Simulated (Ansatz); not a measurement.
Program: Ansatz. Geometries: PBE0-D4/def2-TZVP. ΔE: electronic, gas phase. CCSD(T)/CBS is the MP2 limit (def2-TZVPP, def2-QZVPP) plus CCSD(T) − MP2 in def2-TZVPP, frozen cores. This one scheme is used for every species. DFT in def2-TZVPP. B3LYP here is the variant with VWN-RPA as its local correlation; programs differ in this. For Br outer-core shells are correlated without core-valence functions, which leaves a few kJ/mol of doubt a bond. Scalar relativity is left out up to krypton. One conformer a species, not always the lowest.

`FC[SiH2]Br` + HBr → `BrC[SiH2]Br` + H–F  (substitution at a C–F bond)

```
             level  ΔE (kcal/mol)  difference from CCSD(T)/CBS
         r2SCAN-D4          -11.6                          3.5
           PBE0-D4          -12.9                          2.2
          B3LYP-D4          -11.2                          3.9
           ωB97X-V          -10.8                          4.3
           ωB97M-V          -11.8                          3.3
            B2PLYP          -11.9                          3.2
               PBE          -11.1                          4.0
              PBE0          -11.9                          3.2
             B3LYP           -9.4                          5.7
     HF/def2-TZVPP           -8.6                          6.5
SCS-MP2/def2-TZVPP          -14.7                          0.4
   CCSD/def2-TZVPP          -13.1                          2.0
     HF/def2-QZVPP           -8.5                          6.6
    MP2/def2-QZVPP          -17.8                         -2.7
SCS-MP2/def2-QZVPP          -15.4                         -0.3
      HF/CBS(def2)           -8.5                          6.6
       CCSD(T)/CBS          -15.1                            0
```

Largest T1 diagnostic among the species: 0.009.

In def2-TZVPP, CCSD(T) changes the Hartree–Fock value by −5.4 kcal/mol (the triples alone add −0.8 kcal/mol) and MP2 by −8.6 kcal/mol. From PBE to PBE0 (25 % exact exchange), in def2-TZVPP and without D4, ΔE moves by −0.8 kcal/mol.
